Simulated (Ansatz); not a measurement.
Two isomers of C2H7B2Cl: A = `BCB(C)Cl`, B = `BB(C)CCl`.

Program: Ansatz. Geometries: PBE0-D4/def2-TZVP. ΔE: electronic, gas phase. CCSD(T)/CBS is the MP2 limit (def2-TZVPP, def2-QZVPP) plus CCSD(T) − MP2 in def2-TZVPP, frozen cores. DFT in def2-TZVPP. B3LYP here is the variant with VWN-RPA as its local correlation; programs differ in this. One conformer a species, not always the lowest.

Task: Which isomer does CCSD(T)/CBS put lower? Give the gap. (An estimate is asked.)

Result: Ansatz gave: A, by 197.9 kJ/mol.

Task: Give E(B) − E(A) in kJ/mol with B3LYP, ωB97M-V, PBE0-D4, PBE-D4, r2SCAN-D4, B2PLYP, CCSD(T)/def2-TZVPP. (An estimate is asked.)

Result: The calculation gave: B3LYP 190.8, ωB97M-V 199.2, PBE0-D4 194.9, PBE-D4 190.0, r2SCAN-D4 198.0, B2PLYP 198.0, CCSD(T)/def2-TZVPP 200.1. None reverses the order clearly.

Largest T1 diagnostic: 0.011.

In def2-TZVPP, CCSD(T) changes the Hartree–Fock value by +4.7 kJ/mol (the triples alone add +1.3 kJ/mol) and MP2 by +15.4 kJ/mol. From PBE to PBE0 (25 % exact exchange), in def2-TZVPP and without D4, E(B) − E(A) moves by +4.9 kJ/mol.
